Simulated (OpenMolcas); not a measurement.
## Computed transition rates of Ni⁷⁺

- Program: OpenMolcas 26.06
- Method: MS-RASPT2, IPEA 0.25 Eh, imaginary shift 0.1 Eh (closed shells correlated: 3s)
- Basis: ANO-RCC-VQZP [7s6p4d3f2g1h]
- Scalar Hamiltonian: DKH2, point nucleus
- Active space: 9 electrons in 8 orbitals (RAS1 3p, at most 2 holes; RAS2 3d)
- State averaging: 2S+1 = 4 even, 10 roots; 2S+1 = 2 even, 40 roots
- Spin-orbit coupling: RASSI with atomic mean-field integrals over the reference wave functions, term energies averaged over their components

Rates come from the transition moments of the reference wave functions (E1 and E2 in the length form). At fixed line strength A goes as λ^-3 for E1 and M1 and as λ^-5 for E2, so a rate at the computed wavelength can be rescaled to the measured one. Measured vacuum wavelengths follow from level energies in Corliss and Sugar, J. Phys. Chem. Ref. Data 10, 197 (1981). Branching counts decays inside the model space alone, at computed energies, and the table is only a selection of the E2 and M1 lines, drawn from those between levels with measured partners whose computed energy lies within a factor of 1.5 of the measured one.

```csv
Upper,Lower,Type,λ computed (nm),λ measured (nm),A computed (s-1),A rescaled (s-1),Branching %
3d³ ⁴F_9/2,3d³ ⁴F_7/2,M1,6567,6506,9.54e-02,9.81e-02,100.0
3d³ ⁴P_1/2,3d³ ⁴F_3/2,E2,414,429.9,9.51e-02,7.88e-02,64.5
3d³ ⁴F_7/2,3d³ ⁴F_5/2,M1,7846,8532,8.99e-02,6.99e-02,100.0
3d³ ⁴P_5/2,3d³ ⁴F_9/2,E2,455.9,477.4,7.04e-02,5.59e-02,42.5
3d³ ⁴P_3/2,3d³ ⁴F_7/2,E2,451.3,464.6,5.11e-02,4.42e-02,32.2
3d³ ⁴P_1/2,3d³ ⁴F_5/2,E2,431.2,449.5,5.07e-02,4.12e-02,34.4
3d³ ⁴P_3/2,3d³ ⁴F_5/2,E2,426.7,440.6,4.89e-02,4.17e-02,30.8
3d³ ⁴F_5/2,3d³ ⁴F_3/2,M1,10360,9881,3.89e-02,4.48e-02,100.0
3d³ ⁴P_5/2,3d³ ⁴P_3/2,M1,7704,10430,3.39e-02,1.37e-02,20.5
3d³ ⁴P_5/2,3d³ ⁴F_7/2,E2,426.3,444.7,3.16e-02,2.56e-02,19.1
3d³ ⁴P_3/2,3d³ ⁴F_3/2,M1,409.9,421.8,2.49e-02,,15.7
3d³ ⁴P_3/2,3d³ ⁴F_3/2,E2,409.9,421.8,1.99e-02,1.72e-02,12.5
3d³ ⁴P_3/2,3d³ ⁴F_5/2,M1,426.7,440.6,1.38e-02,,8.7
3d³ ⁴P_5/2,3d³ ⁴F_7/2,M1,426.3,444.7,1.23e-02,,7.4
3d³ ⁴P_5/2,3d³ ⁴F_5/2,E2,404.3,422.7,9.20e-03,7.36e-03,5.6
3d³ ⁴P_5/2,3d³ ⁴F_5/2,M1,404.3,422.7,5.82e-03,,3.5
```

Spin-changing lines and M1 lines between different terms are not rescaled, since their strength hangs on the term gaps too.

The largest correction is for 3d³ ⁴P_5/2 → 3d³ ⁴P_3/2 (M1): 3.39e-02 × (7704 / 10430)^3 = 1.37e-02 s-1, a factor of 0.40.

The computed rate and branching of 3d³ ⁴F_5/2 → 3d³ ⁴F_3/2 give the upper level a radiative lifetime of 1.000 / 3.89e-02 s-1 = 2.57e+01 s, counting decays inside the model space alone. The rescaled rate gives about 2.2e+01 s.

These are rates of the free ion; in crystals, glasses and complexes forced electric-dipole and non-radiative decay shorten such lifetimes by orders of magnitude. No measured rate stands beside these. Rescaling mends the energy factor alone: line strengths can still be far off where a level mixes with configurations outside the active space, and weak or spin-changing lines hang on small mixing coefficients that depend on the term gaps too, so rescaling need not improve them.

CASPT2 does not keep the components of a term degenerate, so their means are used; among the terms shown or strongly mixed into the levels shown the widest spread is 1200 cm-1 (3d³ ⁴F). Active for correlation alone: 3p; no level in the range computed is led by a configuration that opens it, so any true level of that kind is missing. Computed and measured levels are paired by configuration, term and J; levels that our copy of the source lacks, or whose pairing is in doubt (as where it misses far off the trend of its configuration), stay unpaired. Only configurations of the active space appear.
